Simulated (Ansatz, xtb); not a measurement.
Ranking isomers of AlClF2GeH

3 gas-phase structures of AlClF2GeH, found in a search over its isomers (lower ones may exist). Each was relaxed with GFN2-xTB; where two conformers were screened, the lower at r2SCAN-D4/def2-SVP is listed:

A. a doublet given by its coordinates
B. `[F][Al]([F])[GeH][Cl]`, a doublet
C. a doublet given by its coordinates

C (Å):

```xyz
6

Al    0.2831    0.1387   -0.5795
Cl    2.1550    0.0831   -1.3359
F     0.0345    1.1119    0.9053
F    -0.2660   -1.2899    0.3516
Ge   -1.5552   -0.1473    1.6712
H    -0.9546    0.4821   -1.4024
```

Close contacts (Å): Al1–Cl2 2.02, Al1–F3 1.79, Al1–F4 1.79, Al1–Ge5 2.92, F3–Ge5 2.17, F4–Ge5 2.17, Al1–H6 1.53.

A (Å):

```xyz
6

Al    0.1372    0.2037   -0.3878
Cl    0.7159   -0.7657    1.5493
F     1.7797    0.2736   -0.9116
F    -0.5917    1.6329   -0.0136
Ge    2.6157   -1.4652    0.4737
H    -0.5734   -0.8687   -1.1759
```

Close contacts (Å): Al1–Cl2 2.24, Al1–F3 1.73, Al1–F4 1.65, Al1–Ge5 3.11, Cl2–Ge5 2.29, Al1–H6 1.51.

**Question.** Make a reasoned guess at their ranking by r2SCAN-D4/def2-SVP single-point energy.

**Answer.** Calculated order at r2SCAN-D4/def2-SVP: C (0.0), A (1.5), B (7.1) kcal/mol.

Energies above the lowest of each column, in kcal/mol:

```tsv
structure	GFN2-xTB	HF/STO-3G	r2SCAN-D4/def2-SVP
C	11.4	0.0	0.0
A	0.0	15.2	1.5
B	16.6	13.9	7.1
```

r2SCAN-D4/def2-SVP puts C lowest; GFN2-xTB picks A. Some further structures that were screened fall inside this span and aren't listed. Flexible structures stand in one conformer each, not always the lowest. No reliable frequencies are at hand for these structures. Open shells are spin-unrestricted.

Programs: Ansatz 0.2.0, xtb 6.7.1.
